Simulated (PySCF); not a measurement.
# Orbital energies and ionisation energy

CH6AsGeN.
Structure used (PBE0-D3(BJ)/def2-SVP), in Å, numbered top down from 1:
```xyz
10
CH6AsGeN angstrom
N     -1.7138    1.5429   -0.1080
C     -1.1391    0.5574    0.4460
Ge    -0.0650   -0.8278   -0.4569
As     2.2882   -0.6777    0.1280
H     -1.5815    1.5274   -1.1273
H     -1.2250    0.4801    1.5468
H     -0.5588   -2.2381   -0.0750
H     -0.2267   -0.6090   -1.9769
H      2.2762    0.8417   -0.0169
H      1.9536   -0.5932    1.6155
```

Level: PBE0/def2-SVPD (PySCF). Frontier orbitals with their largest atomic shares (Löwdin; up to four atoms above 4 %):

| orbital | ε (eV) | main atoms |
| --- | --- | --- |
| HOMO−3 | -9.64 | Ge3 31 %, H8 22 %, H7 13 %, C2 9 % |
| HOMO−2 | -8.98 | As4 46 %, Ge3 18 %, H9 11 %, H10 10 % |
| HOMO−1 | -8.03 | As4 38 %, N1 18 %, Ge3 15 %, C2 9 % |
| HOMO | -7.05 | ? |
| LUMO | -1.14 | N1 31 %, C2 31 %, As4 15 %, Ge3 12 % |
| LUMO+1 | -0.14 | As4 30 %, Ge3 29 %, H7 10 %, C2 7 % |
| LUMO+2 | 0.15 | As4 50 %, H10 22 %, Ge3 13 %, H8 5 % |

Task: What vertical ionisation energy does ΔSCF give, and how far is −ε(HOMO) from it?

Result: ΔSCF: 8.91 eV (860 kJ/mol; threshold wavelength 139 nm); ⟨S²⟩ of the doublet left behind is 0.766, against 0.75 for a pure doublet. −ε(HOMO) is 7.05 eV, 1.86 eV below it. In exact Kohn–Sham theory the two would be equal; PBE0 (global hybrid, 25 % exact exchange) falls short of its own ΔSCF value by 21 %. Holes in the HOMO−1 and HOMO−2 were tried too where these lie within 1.2 eV of the HOMO; the lowest converged state counts.

Task: On which atoms does the HOMO lie?

Result: N1 (C=N nitrogen) 35 %, As4 (arsenic bonded to Ge and 2 H) 22 %, C2 (C=N carbon) 16 %, Ge3 (germanium bonded to As, C and 2 H) 12 %, so no atom holds as much as 40 %. The HOMO−1 lies 0.98 eV lower.

Task: With α = 88.4 au, estimate the like-pair dispersion coefficient by London's formula C6 = (3/4)α²I.

Result: I = 0.3275 Eh, so C6 ≈ 1920 au, a rough estimate.

Task: How many of the 10 lowest singlet excitations (vertical TDDFT, same level) lie below the ionisation energy?

Result: All 10; they run from 4.28 to 7.04 eV.

Task: Shift the occupied levels rigidly so that −ε(HOMO) equals the ΔSCF value. What binding energies result?

Result: The shift is +1.86 eV: HOMO 8.91, HOMO−1 9.89, HOMO−2 10.84, HOMO−3 11.50 eV. A rigid shift is only a rough guide to the deeper ionisations.

One conformer (not necessarily the lowest) at the PBE0-D3(BJ)/def2-SVP geometry, without solvent, vibrations or thermal averaging. The calculation is non-relativistic, for germanium and arsenic too.

These values come from a run that also computed excited states and ΔSCF ions. Time: 70 s of wall time. Hardware: one thread, x86-64 server (shared host).
